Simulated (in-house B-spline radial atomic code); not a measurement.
Ar⁷⁺. Computed with a B-spline radial atomic code. Model: all-electron spherical atom, spin shells full or empty, radial basis limit, no spin-orbit coupling, Breit or QED, empty-state partial waves extrapolated as (l+1/2)^-4, RPA, G0W0 and static COHSEX of the highest shell as one setting changes (uncorrelated shells keep exact exchange).

In a row where one electron alone is correlated, RPA and GW hold only self-correlation.

Given: element Ar; charge 7; filled core Ne; hamiltonian non-relativistic; mean-field start LDA VWN5; highest l of empty states 9; highest mean-field shell 3s up.

Shell: 3s 1 0 (electrons up and down).

| lowest nl shells left uncorrelated | RPA correlation energy (hartree) | G0W0 level (eV) | G0W0 minus most complete (meV) | COHSEX level (eV) |
| --- | --- | --- | --- | --- |
| 0 | -0.67768 | -144.45 | 0 | -146.73 |
| 1 | ? | ? | ? | ? |
| 2 | ? | ? | ? | ? |
| 3 | -0.037012 | -144.02 | 432 | -146.08 |

(1) What follows for lowest nl shells left uncorrelated = 1?

(2) What follows for lowest nl shells left uncorrelated = 2?

Answers

(1) RPA correlation energy -0.54743 hartree; G0W0 level -144.45 eV; G0W0 minus most complete 5.1 meV; COHSEX level -146.72 eV.

(2) RPA correlation energy -0.39941 hartree; G0W0 level -144.49 eV; G0W0 minus most complete -41 meV; COHSEX level -146.79 eV.
